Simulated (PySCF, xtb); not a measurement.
ReF3, SMILES [F][Re]([F])[F] (connectivity only; charge and spin as stated), neutral, multiplicity 3.

Harmonic wavenumbers (cm⁻¹) from GFN2-xTB (xtb 6.7.1) at its own minimum, in rising order: 49, 141, 169, 514, 550, 555.

What does PBE0-D3(BJ)/def2-TZVP in PySCF give at its own minimum? (An estimate is asked for; the answer gives what the named calculation found.)

175, 175, 175, 739, 739, 740. Paired by order, the mean absolute difference is 127 cm⁻¹ and the zero-point energies are 2.8 and 3.9 kcal/mol.
